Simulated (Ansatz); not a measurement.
ClF2Sn (`[F][Sn]([F])[Cl]`) radical, charge 0, multiplicity 2.

Question: Give a relaxed structure at PBE0-D4/def2-TZVP (Ansatz). (Best estimate.)

Answer: Computed: 
Z-matrix (Å, degrees):
```
Sn
F 1 1.912
Cl 1 2.322 2 107.8
F 1 1.912 2 103.5 3 -114.0
```
Point group Cs.
